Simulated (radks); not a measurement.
Results of a calculation; reference values are marked as such.
Mean orbital radii <r> (bohr) of neutral thulium, [Xe] 4f13 6s2, at several levels of relativity; Dirac values are averaged over j with weights 2j + 1. Spin-unpolarised spherical Kohn-Sham, PBE, point nucleus unless stated (finite: rms radius 5.2256 fm), a radial shooting solver on a logarithmic mesh with Libxc functionals. A level marked "c x" has the speed of light scaled by that factor and shares open shells by 2j + 1; other Dirac levels either fill j = l - 1/2 first or share by 2j + 1.

shell  non-rel.  scalar-rel.  scalar-rel., finite nucleus  Dirac, 2j+1 shares, finite nucleus  change of magnitude, last against first (%)
2s      0.09314      0.08487                      0.08488                             0.08430                                        -9.49
2p      0.07888      0.07541                      0.07541                             0.07500                                        -4.92
3s       0.2383       0.2209                       0.2210                              0.2205                                        -7.47
3p       0.2282       0.2203                       0.2203                              0.2195                                        -3.80
3d       0.2011       0.1999                       0.1999                              0.1999                                        -0.63
4s       0.5362       0.4978                       0.4979                              0.4978                                        -7.17
4p       0.5469       0.5284                       0.5284                              0.5274                                        -3.55
4d       0.5740       0.5716                       0.5716                              0.5719                                        -0.36
5s        1.342        1.230                        1.230                               1.231                                        -8.21
5p        1.528        1.473                        1.473                               1.472                                        -3.69
4f       0.7651       0.8113                       0.8113                              0.8128                                        +6.23
6s        4.286        3.971                        3.972                               3.972                                        -7.32
